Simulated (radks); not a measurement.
Values are calculated unless marked as measured or tabulated.
Question: Mo+, 41 electrons, occupied as [Kr] 4d4 5s1 (not the ground configuration). Level of theory: scalar-relativistic Kohn-Sham, LDA (Slater exchange, Perdew-Wang correlation), spin-polarised, spherical densities, finite nucleus; open shells are filled with parallel spins first (spin-orbit coupling, left out, can overturn this in heavy ions); Fermi nuclear charge, rms radius 4.4091 fm (a radial shooting solver on a logarithmic mesh with Libxc functionals). Some entries of the table are withheld. Estimate them.

| orbital | occ. | eigenvalue (hartree) | <1/r> (bohr^-1) | r(max) (bohr) |
|---|---|---|---|---|
| 1s up | 1 | -727.7931 | 43.50 | 0.02290 |
| 1s down | 1 | -727.7922 | 43.50 | 0.02290 |
| 2s up | 1 | -103.1359 | 9.792 | 0.1298 |
| 2s down | 1 | -103.1195 | 9.793 | 0.1298 |
| 2p up | 3 | -92.31064 | 9.528 | 0.1036 |
| 2p down | 3 | -92.29777 | 9.528 | 0.1036 |
| 3s up | 1 | -17.83859 | 3.360 | 0.3841 |
| 3s down | 1 | -17.82621 | 3.360 | 0.3841 |
| 3p up | 3 | -14.29224 | 3.198 | 0.3774 |
| 3p down | 3 | -14.27879 | 3.199 | 0.3774 |
| 3d up | 5 | -8.50360 | 2.967 | 0.3219 |
| 3d down | 5 | -8.48581 | 2.968 | 0.3220 |
| 4s up | 1 | -2.76328 | 1.235 | 0.9877 |
| 4s down | 1 | -2.67777 | 1.243 | 0.9840 |
| 4p up | 3 | -1.81250 | 1.094 | 1.070 |
| 4p down | 3 | -1.71955 | 1.102 | 1.064 |
| 4d up | 4 | (1) | 0.7486 | 1.363 |
| 5s up | 1 | -0.43880 | 0.4205 | 2.682 |
| 4d down | 0 | (2) | 0.7458 | 1.350 |
| 5s down | 0 | -0.35892 | 0.3956 | 2.768 |

Answer: 
(1) 4d up eigenvalue (hartree): -0.51054
(2) 4d down eigenvalue (hartree): -0.40776
